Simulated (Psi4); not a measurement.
H₁₀Si₅, charge +1, doublet, geometry from GFN2-xTB (a state made from the parent by changing its charge; the spin is typed, not shown lowest). Base run: HF/STO-3G (Psi4 1.11).

Input for Psi4:
```
memory 2 GB

molecule mol {
1 2
  Si    0.824461    1.131117    1.473830
  Si    1.910822   -0.586959    0.192175
  Si    0.235126   -1.736581   -1.012389
  Si   -1.762130   -0.488659   -0.831353
  Si   -1.202087    1.631203    0.148104
  H     0.340547    0.704300    2.788551
  H     1.506274    2.396215    1.741714
  H     2.675420   -1.348079    1.180941
  H     2.889947    0.125261   -0.633459
  H     0.048459   -3.079753   -0.460142
  H     0.624236   -1.872940   -2.417307
  H    -2.771281   -1.061033    0.063915
  H    -2.453498   -0.144272   -2.074384
  H    -0.799431    2.666500   -0.806256
  H    -2.147348    2.312102    1.031272
}

set basis sto-3g
set reference uhf
set stability_analysis check
set scf_type pk

energy('scf')
print_variables()
```

The bond that is stretched is that between atoms 6 and 1. A test that says stable can miss a lower solution.

Variants of this job, named by their change:

```tsv
change	ΔE vs base (kcal/mol)	<S^2>
base	0.000	0.760
stability_analysis = follow; reference = uhf	0.000	0.760
bond × 1.25	34.56	0.764
stability_analysis = follow; reference = uhf; bond × 1.25	34.56	0.764
bond × 1.5	88.6	0.759
stability_analysis = follow; reference = uhf; bond × 1.5	74.2	1.340
bond × 1.8	144.4	0.788
stability_analysis = follow; reference = uhf; bond × 1.8	69.4	0.760
bond × 2.2	71.0	0.750
stability_analysis = follow; reference = uhf; bond × 2.2	71.0	0.750
bond × 3.0	71.3	0.750
stability_analysis = follow; reference = uhf; bond × 3.0	71.3	0.750
```

Psi4 reported an instability in these rows: bond × 1.5; stability_analysis = follow; reference = uhf; bond × 1.5; bond × 1.8; stability_analysis = follow; reference = uhf; bond × 1.8 (restricted rows aren't judged here).

On stretching, the SCF can end on different states; <S^2> shows the spin contamination of each.
